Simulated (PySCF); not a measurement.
Si(F)2(OMe)(SH) (CH4F2OSSi), SMILES O(C)[Si](F)(F)S. Coordinates come from a PBE-D3(BJ)/def2-SVP optimisation. This is a generated structure with no PubChem entry under its InChIKey; it may be hypothetical. One conformer was computed; it need not be the lowest.

Computed equilibrium geometry at PBE-D3(BJ)/def2-SVP (PySCF confirms it by a frequency run) as bond lengths and angles (one conformer of several):
Atoms: C1 O2 Si3 F4 F5 S6 H7 H8 H9 H10. Bonds (Å): C1–O2 1.422, C1–H7 1.113, C1–H8 1.111, C1–H9 1.108, O2–Si3 1.645, Si3–F4 1.622, Si3–F5 1.618, Si3–S6 2.129, S6–H10 1.364. Angles (°): O2–C1–H7 111.8, O2–C1–H8 111.1, O2–C1–H9 108.3, H7–C1–H8 108.5, H7–C1–H9 108.7, H8–C1–H9 108.5, C1–O2–Si3 125.0, O2–Si3–F4 112.2, O2–Si3–F5 104.9, O2–Si3–S6 113.9, F4–Si3–F5 107.6, F4–Si3–S6 105.4, F5–Si3–S6 112.9, Si3–S6–H10 92.0.
Charge 0, spin multiplicity 1.
